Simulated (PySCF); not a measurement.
A GIAO shielding run with PySCF 2.14 (density fitting, non-relativistic, gas phase) on SMILES COC[SiH2]SC, C$_{3}$H$_{10}$OSSi:

```
$ OMP_NUM_THREADS=1 python probes_run.py task.json out

{"job": {"kind": "nmr", "xc": "PBE0", "basis": "pcSseg-1"}, "charge": 0, "multiplicity": 1}
C     -2.907415     0.127826     0.240249
O     -2.186930    -1.032084    -0.067765
C     -0.974424    -1.161738     0.653137
Si     0.382440     0.000824    -0.004327
S      2.172601    -0.520463     1.048006
C      3.316241     0.659435     0.268621
H     -3.849899     0.057938    -0.299610
H     -3.109094     0.195102     1.316829
H     -2.375643     1.033369    -0.073343
H     -0.672465    -2.202318     0.514631
H     -1.160066    -1.016619     1.726035
H      0.584755    -0.196430    -1.438398
H      0.140079     1.422663     0.261894
H      4.287541     0.508569     0.726181
H      2.974129     1.673239     0.447454
H      3.370550     0.459629    -0.796039
```

Hardware: 1 thread of an Arm Neoverse N1, shared host. The job also computes population analyses, field gradients.

Q: How large is the calculation?

A: 66 electrons, 166 basis functions and 908 auxiliary functions.

Q: How long does it take, and how much memory does it need?

A: 50 s of wall time, with 12 SCF cycles and 4 response iterations; peak memory 0.77 GiB. Times on a shared host scatter by some tens of per cent.
